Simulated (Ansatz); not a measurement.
`O[Si]([SiH3])(Cl)Cl` → `O[Si]Cl` + `[SiH3]Cl` at 298.15 K and 1 bar (silylene formation by 1,1-elimination).

Calculated with Ansatz (gas phase, PBE0-D4/def2-TZVP geometries, no zero-point term in ΔE). CCSD(T)/CBS adds triple-zeta CCSD(T) − MP2 to the extrapolated MP2 energy (def2 sets, frozen cores). This one scheme is used for every species. One conformer a species, not always the lowest.

```tsv
species	CCSD(T)/CBS energy (Eh)	H − E (kJ/mol)	S (J/(mol·K))
`O[Si]([SiH3])(Cl)Cl`	-1575.44956	137.8	383.5
`O[Si]Cl`	-824.69782	53.3	279.3
`[SiH3]Cl`	-750.69636	80.1	250.8
```

H − E and S are ideal-gas, rigid-rotor, harmonic terms from PBE0-D4/def2-TZVP, for one conformer and one mirror image of each species. 1 Eh = 2625.50 kJ/mol, R = 8.31446 J/(mol·K).

**Question.** By hand: ΔE, ΔH, ΔS and ΔG.

**Answer.** ΔE = (-824.69782) + (-750.69636) − (-1575.44956) = 0.05538 Eh = 145.4 kJ/mol. Δ(H − E) = 53.3 + 80.1 − 137.8 = -4.4, so ΔH = 141.0 kJ/mol. ΔS = 279.3 + 250.8 − 383.5 = 146.6 J/(mol·K). ΔG = 141.0 − 298.15 × (146.6)/1000 = 97.3 kJ/mol.

**Question.** By hand: the equilibrium constant, and the temperature at which ΔG would vanish if ΔH and ΔS stayed fixed.

**Answer.** log₁₀ K = −ΔG/(RT ln 10) = -17.0. ΔG = 0 at ΔH/ΔS = 962 K.

The number of gas molecules changes by +1, which sets the sign of ΔS. A doubt of 5 kJ/mol in ΔE shifts log₁₀ K by 0.9 here. Other conformers and mirror images would add mixing entropy, several J/(mol·K) or more a flexible species. These are equilibria of isolated gas molecules and say nothing of rates. Largest T1 diagnostic: 0.014 (customary marks: 0.02 for closed shells, 0.045 for open ones).
